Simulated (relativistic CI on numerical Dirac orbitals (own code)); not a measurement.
**Radial parameters of Gd31+**

These numbers are calculated, not measured: Dirac-Coulomb-Breit CI, KLI orbitals optimised for each configuration, QED by a radiative potential, unscaled Slater integrals (own radial code, finite nucleus).

Slater integrals F^k, G^k are unscaled and averaged over j, outside the closed core [Ar] 3d10; ζ comes from projecting the Hamiltonian with its Breit term on Σ l·s of the shell.

- 4s²4p³: F^2(4p,4p) = 202190, ζ(4p) = 233640 cm⁻¹; <r>(4p) = 0.5073, <r^2>(4p) = 0.2909 (bohr units).
- 4s4p⁴: F^2(4p,4p) = 202140, G^1(4s,4p) = 264590, ζ(4p) = 233450 cm⁻¹; <r>(4s) = 0.4955, <r^2>(4s) = 0.2758, <r>(4p) = 0.5074, <r^2>(4p) = 0.291 (bohr units).
- 4s²4p²4d: F^2(4p,4p) = 202130, ζ(4p) = 234050, F^2(4p,4d) = 198340, G^1(4p,4d) = 246600, G^3(4p,4d) = 158100, ζ(4d) = 28866 cm⁻¹; <r>(4p) = 0.5075, <r^2>(4p) = 0.291, <r>(4d) = 0.5096, <r^2>(4d) = 0.2966 (bohr units).

Averages of the first 10 configurations, taken without configuration mixing, which lowers the lowest level and can move excited configurations by several eV; other configurations of the list can lie among them:

```
Configuration  Parity  States  Average energy above the lowest level (eV)
       4s²4p³     odd      20                                        46.9
        4s4p⁴    even      30                                       155.1
     4s²4p²4d    even     150                                       190.3
          4p⁵     odd       6                                       272.4
      4s4p³4d     odd     400                                       294.7
     4s²4p²4f     odd     210                                       333.0
      4s4p³4f    even     560                                       437.6
        4p⁴4d    even     150                                       408.0
     4s4p²4d²    even    1350                                       436.8
    4s²4p4d4f    even     840                                       477.0
```
